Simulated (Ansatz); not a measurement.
Pulling on the S1–S2 bond in H2S2 (SMILES SS) (multiplicity 1 held, fragments rigid). Energies count from the point at 2.072 Å.
Geometry at that point (charge 0, multiplicity 1):
```json
[
 {"atom": "S", "x (Å)": "-0.9122", "y (Å)": "0.0538", "z (Å)": "0.4912"},
 {"atom": "S", "x (Å)": "0.9122", "y (Å)": "0.0567", "z (Å)": "-0.4909"},
 {"atom": "H", "x (Å)": "-1.5359", "y (Å)": "-0.8839", "z (Å)": "-0.2489"},
 {"atom": "H", "x (Å)": "1.5365", "y (Å)": "-0.8841", "z (Å)": "0.2447"}
]
```

U- levels take the lowest unrestricted solution at each point, which mixes spins at long bonds. Active spaces are followed from a long bond inwards. Levels need not reach the same state.

Cores are frozen in the correlated methods.

Programs: Ansatz (an electronic-structure program) with Gaussian orbitals. 

**Question.** What energy at R = 6.630 Å does FIC-MRCISD+Q on CASSCF(6,4)/cc-pV(D+d)Z give?

**Answer.** 54.3 kcal/mol

**Question.** Estimate the energy at R = 6.630 Å that U-CCSD(T)/cc-pV(D+d)Z returns for this input.

**Answer.** 55.2 kcal/mol

**Question.** What energy at R = 6.630 Å does U-MP2/cc-pV(D+d)Z give?

**Answer.** 58.4 kcal/mol

Doubts at one or more of the structures used: a spin-contaminated determinant (U-MP2/cc-pV(D+d)Z, U-CCSD(T)/cc-pV(D+d)Z); active orbitals that take no part (FIC-MRCISD+Q on CASSCF(6,4)/cc-pV(D+d)Z).
